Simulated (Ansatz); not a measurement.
Calculated with Ansatz (gas phase, PBE0-D4/def2-TZVP geometries, no zero-point term in ΔE). CBS: MP2 limit from def2 TZ/QZ plus the TZ coupled-cluster correction, frozen cores. For Se outer-core shells are correlated without core-valence functions, which leaves a few kJ/mol of doubt a bond. Scalar relativity is left out up to krypton. One conformer a species, not always the lowest.

Consider the formal exchange of groups at the Se–C bond: `[AlH2]/[N]=C\[SeH]` + `C[SiH2]N` → `N[SiH2]C[SeH]` + `C=[N][AlH2]`.

```
         level  ΔE (eV)
 HF/def2-TZVPP     0.34
CCSD/CBS(def2)     0.33
```

Task: What does CCSD(T)/CBS give? (Estimate.)

Result: Computed: +0.35 eV. The listed levels differ from it by -0.01, -0.02 eV.

Largest T1 diagnostic among the species: 0.015.

From PBE to PBE0 (25 % exact exchange), in def2-TZVPP and without D4, ΔE moves by −0.07 eV. The D4 term adds −0.05 eV with B3LYP and −0.03 eV with PBE0; it sums over pairs of atoms, weighted by their polarisabilities, and B3LYP, whose exchange is more repulsive, gets the larger term.

B3LYP here is the variant with VWN-RPA as its local correlation; programs differ in this.
